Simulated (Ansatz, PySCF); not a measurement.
C2H3BF2O, SMILES C=C(F)B(O)F. Atoms are numbered in the order given.

```xyz
9

C     -1.9036    -0.1864    -0.2272
C     -0.6132    -0.4523    -0.0182
F     -0.2183    -1.7362     0.2185
B      0.5821     0.5650    -0.0062
O      1.8445     0.1590     0.2189
F      0.3496     1.8557    -0.2221
H     -2.6626    -0.9728    -0.2149
H     -2.2098     0.8438    -0.4157
H      1.8893    -0.7973     0.3620
```

Coordinates come from a B3LYP-D3(BJ)/def2-SVP optimisation. This is a generated structure with no PubChem entry under its InChIKey; it may be hypothetical. Other conformers were not sampled.

Two levels are set side by side: PBE-D3(BJ)/def2-SVP (Ansatz, an electronic-structure program) and B3LYP-D3(BJ)/def2-SVP (Ansatz). Each level has its own optimised geometry; the coordinates shown are those of the second. Frequencies come from the Hessian of PySCF at each geometry. Differences are taken from unrounded values.

```
quantity                            B3LYP-D3(BJ)
----------------------------------  ------------
mean bond length (Å)                       1.262
bond C1–C2 (Å)                             1.334
bond C2–F3 (Å)                             1.364
bond C2–B4 (Å)                             1.570
bond B4–O5 (Å)                             1.345
bond B4–F6 (Å)                             1.329
bond C1–H7 (Å)                             1.093
bond C1–H8 (Å)                             1.091
bond O5–H9 (Å)                             0.968
highest harmonic wavenumber (cm⁻¹)          3827
mean harmonic wavenumber (cm⁻¹)             1191
zero-point energy (kcal/mol)               35.75
```

Problem. What does PBE-D3(BJ) give, and how far is it from B3LYP-D3(BJ)? (Estimate from the structure and the level; the computed values follow.)

Solution. 
```tsv
quantity	PBE-D3(BJ)	PBE-D3(BJ) minus B3LYP-D3(BJ)
mean bond length (Å)	1.270	0.008
bond C1–C2 (Å)	1.344	0.010
bond C2–F3 (Å)	1.371	0.007
bond C2–B4 (Å)	1.574	0.004
bond B4–O5 (Å)	1.355	0.010
bond B4–F6 (Å)	1.338	0.008
bond C1–H7 (Å)	1.101	0.008
bond C1–H8 (Å)	1.099	0.008
bond O5–H9 (Å)	0.977	0.009
highest harmonic wavenumber (cm⁻¹)	3707	-120
mean harmonic wavenumber (cm⁻¹)	1157	-34
zero-point energy (kcal/mol)	34.74	-1.01
```

Exact exchange shortens and stiffens bonds; PBE has none. Differences between two approximate levels are no errors against the true value.
